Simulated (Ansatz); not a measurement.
InPH3F3⁺, that is In(PH3)F3 with one electron fewer. Charge 1, multiplicity 2. Geometry r2SCAN-D4/def2-SVP, that of the neutral singlet; atoms count from 1.

```xyz
8

In   -0.892   -0.606   -1.065
P     0.719    0.487    0.858
H     1.610   -0.371    1.549
H     0.098    1.125    1.959
H     1.622    1.505    0.466
F    -1.766   -1.958    0.050
F     0.511   -1.191   -2.299
F    -1.901    1.010   -1.519
```

In the def2 sets In takes a core potential; there is no spin–orbit coupling.

Estimate the Mulliken populations from the PBE0/def2-TZVP orbitals of Ansatz.


```json
{"atom": "In1", "charge (e)": "1.28", "spin (α − β)": "-0.09"}
{"atom": "P2", "charge (e)": "0.02", "spin (α − β)": "0.47"}
{"atom": "H3", "charge (e)": "0.23", "spin (α − β)": "0.02"}
{"atom": "H4", "charge (e)": "0.23", "spin (α − β)": "0.02"}
{"atom": "H5", "charge (e)": "0.23", "spin (α − β)": "0.02"}
{"atom": "F6", "charge (e)": "-0.33", "spin (α − β)": "0.19"}
{"atom": "F7", "charge (e)": "-0.33", "spin (α − β)": "0.19"}
{"atom": "F8", "charge (e)": "-0.33", "spin (α − β)": "0.19"}
```
Mulliken values and Mayer orders depend strongly on the basis.

Where does the spin sit?

Summed by element: In -0.09, P 0.47, H 0.05, F 0.57, of 1 unpaired in all. Largest on single atoms: P2 0.47, F8 0.19, F6 0.19.

And the Mayer bond orders between bonded heavy atoms (over 0.3)?

In1–P2 0.35 (2.74 Å); In1–F6 0.81 (1.96 Å); In1–F7 0.81 (1.96 Å); In1–F8 0.81 (1.96 Å).
